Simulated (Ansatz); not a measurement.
Frontier orbitals of `[Cl][In]([Cl])[CH]1BO1`.

```xyz
8

Cl   -1.3399    2.1803   -1.7745
In   -0.8099   -0.0139   -1.2534
Cl   -1.3518   -1.5266   -2.9236
C     0.1682   -0.5536    0.5570
B     1.1489    0.3355    1.2893
O    -0.0985    0.3405    1.7440
H     0.1001   -1.6084    0.8156
H     2.1830    0.8462    1.5455
```

The species carries charge 0 and has multiplicity 1. Correlated methods include outer-core shells of In, which these sets cover unevenly. In takes the def2 core potential. Geometry: relaxed with PBE0-D4/def2-TZVP. It is one conformer, not always the lowest. Basis def2-TZVPP, Ansatz.

Orbital energies of one run (eV). Highest occupied ones, from the top: -10.45, -11.17, -11.33, -11.34, -11.75, -11.86, -12.29, -13.70, -14.29, -15.76, -16.25, -17.45, -21.34, -24.01. Empty: -0.25, 0.05, 0.99, 1.49, 1.94, 2.30.

Task: Which functional gave them?
A. CAM-B3LYP
B. r2SCAN
C. PBE0
D. ωB97M-V

Result: D. HOMO energies: ωB97M-V -10.45, PBE0 -8.30, r2SCAN -7.32, CAM-B3LYP -9.62 eV.
